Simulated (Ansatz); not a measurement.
Ansatz (a quantum-chemistry and plane-wave program) input (PBE0/def2-TZVPD):

Ansatz 0.2 input:
```yaml
crystal:
  periodic: [false, false, false]
  atoms:
    - {symbol: Re, position_ang: [0.00000000, 0.00000000, 0.00000000]}
    - {symbol: F, position_ang: [-0.00000000, -0.00000000, -1.92957506]}
    - {symbol: F, position_ang: [0.00000000, 0.00000000, 1.92957506]}
basis:
  gaussian:
    orbitals: def2-TZVPD
hamiltonian:
  xc: {name: PBE0}
total_charge: -1
magnetization: {spin_polarized: true, initial_magnetization: 4}
```

Output:

```
Functional definition: PBE0
integrals: 0.04 GiB planned
816 factors; their error is unknown
mean field: 0.49 GiB planned
mean field evaluation 1: about -7561.8452 eV, gradient 1.5e1 eV
mean field evaluation 2: about -7561.7976 eV, gradient 2.2e1 eV
mean field evaluation 4: about -7563.1187 eV, gradient 2.4e0 eV
mean field evaluation 8: about -7563.1878 eV, gradient 4.5e-2 eV
mean field evaluation 16: about -7563.1878 eV, gradient 1.7e-5 eV
mean field -7563.18782964 eV, -277.9420262263 hartree, gradient 1.5e-5 eV, S^2 6.036127; 1 other end points of the search recorded, 0 dependent functions left out
reference -7563.18785708 eV, -277.9420272347 hartree; 19, 15 occupied and 104, 108 virtual orbitals, 816 factors
Total energy: -7563.18785708 eV, -277.9420272347 hartree
```

This state (charge -1, quintet) is run at the relaxed geometry of the species with charge 0 and multiplicity 6.
